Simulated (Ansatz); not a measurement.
Consider the substitution at a C–Si bond: `C=C[Si](O)(Cl)Cl` + `F[Si](F)(F)[SeH]` → `C=C[Se][Si](F)(F)F` + `O[SiH](Cl)Cl`.

Gas-phase electronic energies from Ansatz, PBE0-D4/def2-TZVP geometries. CCSD(T)/CBS is the MP2 limit (def2-TZVPP, def2-QZVPP) plus CCSD(T) − MP2 in def2-TZVPP, frozen cores. This one scheme is used for every species. Functionals use def2-TZVPP. B3LYP here is the variant with VWN-RPA as its local correlation; programs differ in this. For Se outer-core shells are correlated without core-valence functions, which leaves a few kJ/mol of doubt a bond. Scalar relativity is left out up to krypton. Each species was taken in one conformer, which may not be the lowest.

```tsv
level	ΔE (kcal/mol)	difference from CCSD(T)/CBS
PBE-D4	11.5	-0.9
r2SCAN-D4	12.7	0.3
PBE0-D4	12.4	0.0
B3LYP-D4	12.1	-0.3
ωB97X-V	12.4	0.0
ωB97M-V	12.9	0.5
B2PLYP	12.1	-0.3
PBE	11.5	-0.9
r2SCAN	12.6	0.2
PBE0	12.4	0.0
B3LYP	12.2	-0.2
HF/def2-TZVPP	13.4	1.0
MP2/def2-TZVPP	11.6	-0.8
SCS-MP2/def2-TZVPP	11.3	-1.1
CCSD/def2-TZVPP	12.5	0.1
CCSD(T)/def2-TZVPP	12.1	-0.3
HF/def2-QZVPP	13.4	1.0
MP2/def2-QZVPP	11.8	-0.6
SCS-MP2/def2-QZVPP	11.5	-0.9
HF/CBS(def2)	13.4	1.0
MP2/CBS(def2)	11.9	-0.5
CCSD/CBS(def2)	12.8	0.4
CCSD(T)/CBS	12.4	0
```

Largest T1 diagnostic among the species: 0.011.

From PBE to PBE0 (25 % exact exchange), in def2-TZVPP and without D4, ΔE moves by +0.8 kcal/mol. In def2-TZVPP, CCSD(T) changes the Hartree–Fock value by −1.3 kcal/mol (the triples alone add −0.4 kcal/mol) and MP2 by −1.8 kcal/mol.
